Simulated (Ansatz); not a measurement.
Start from `[CH3][AlH][O]CS` and change one atom or group to get `[CH3][AlH][O]C[SiH3]`.

Ansatz, PBE0-D4/def2-TZVP geometries, multiplicity 1. Each molecule was computed in one conformer, which needn't be the lowest.

```json
{"property": "HOMO–LUMO gap (PBE0/def2-TZVPP) / eV", "`[CH3][AlH][O]CS`": "6.92"}
{"property": "HOMO energy (PBE/def2-TZVPP) / eV", "`[CH3][AlH][O]CS`": "-6.03"}
{"property": "LUMO energy (PBE/def2-TZVPP) / eV", "`[CH3][AlH][O]CS`": "-1.42"}
{"property": "size of the dipole moment (ωB97M-V/def2-TZVPP) / D", "`[CH3][AlH][O]CS`": "2.43"}
{"property": "HOMO–LUMO gap (ωB97M-V/def2-TZVPP) / eV", "`[CH3][AlH][O]CS`": "11.00"}
{"property": "HOMO energy (ωB97M-V/def2-TZVPP) / eV", "`[CH3][AlH][O]CS`": "-9.65"}
```

Task: What does the change do to each property? (An estimate is asked.)

Result: The calculation gave: 
```
                                          property  `[CH3][AlH][O]C[SiH3]`  shift
              HOMO–LUMO gap (PBE0/def2-TZVPP) / eV                    6.92   0.00
                 HOMO energy (PBE/def2-TZVPP) / eV                   -6.18  -0.15
                 LUMO energy (PBE/def2-TZVPP) / eV                   -1.37   0.05
size of the dipole moment (ωB97M-V/def2-TZVPP) / D                    0.76  -1.67
           HOMO–LUMO gap (ωB97M-V/def2-TZVPP) / eV                   10.79  -0.21
             HOMO energy (ωB97M-V/def2-TZVPP) / eV                   -9.83  -0.18
```

Dipoles are sizes alone; their direction can turn.
